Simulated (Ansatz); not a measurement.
Species: C$_{6}$H$_{14}$S, charge 0, multiplicity 1. SMILES: CCCCCSC
Geometry from a B3LYP-D3(BJ)/def2-TZVP (Ansatz, a first-principles code) optimisation:
```xyz
21

C     -4.0240     0.6980    -0.4231
C     -2.6320     0.9168     0.1623
C     -1.6161    -0.1222    -0.3064
C     -0.2219     0.0896     0.2813
C      0.7784    -0.9545    -0.1996
S      2.4513    -0.8050     0.5000
C      3.0148     0.7162    -0.3087
H     -4.7289     1.4538    -0.0722
H     -4.0029     0.7437    -1.5147
H     -4.4186    -0.2814    -0.1420
H     -2.2738     1.9159    -0.1064
H     -2.6863     0.8977     1.2555
H     -1.5582    -0.1021    -1.4005
H     -1.9742    -1.1231    -0.0401
H      0.1313     1.0895     0.0140
H     -0.2688     0.0603     1.3732
H      0.8565    -0.9459    -1.2900
H      0.4490    -1.9549     0.0890
H      4.0565     0.8562    -0.0235
H      2.4446     1.5852     0.0166
H      2.9575     0.6218    -1.3938
```

Property: atomisation energy (electronic, to ground-state atoms), in kcal/mol. Correlated levels leave the core frozen unless marked. UHF or UKS for open shells. Spin-orbit coupling is left out. Non-relativistic. The coupled-cluster limit lacks core correlation, which all-electron functionals hold. CBS marks a two-point X^-3 extrapolation of the correlation energy; Hartree-Fock from the larger set. The bracket is a focal-point correction in the basis named.

| level | program | atomisation energy (kcal/mol) |
|---|---|---|
| PBE-D3(BJ)/def2-TZVPD | Ansatz + dftd3 | 1979.5 |
| r2SCAN0-D4/def2-TZVPD | Ansatz + dftd4 | 1932.8 |
| wB97M-V/def2-TZVPD | Ansatz | 1949.3 |
| wB97X-V/def2-TZVPD | Ansatz | 1948.3 |
| MP2/6-31G* | Ansatz | 1794.2 |
| MP2/aug-cc-pV(D+d)Z | Ansatz | 1848.0 |
| RI-MP2/cc-pV(T+d)Z | Ansatz | 1918.9 |
| SCS-MP2/6-31G* | Ansatz | 1782.2 |
| SCS-MP2/aug-cc-pV(D+d)Z | Ansatz | 1839.4 |
| CCSD/aug-cc-pV(T+d)Z | Ansatz | 1888.3 |
| CCSD(T)/STO-3G | Ansatz | 2054.6 |
| CCSD(T)/6-31G | Ansatz | 1685.7 |
| CCSD(T)/aug-cc-pV(D+d)Z | Ansatz | 1831.1 |
| CCSD(T)/aug-cc-pV(T+d)Z | Ansatz | 1912.6 |
| RI-MP2/CBS(aug-cc-pV(T+d)Z,aug-cc-pV(Q+d)Z)+[CCSD(T)-MP2]/aug-cc-pV(T+d)Z | Ansatz | 1946.6 |
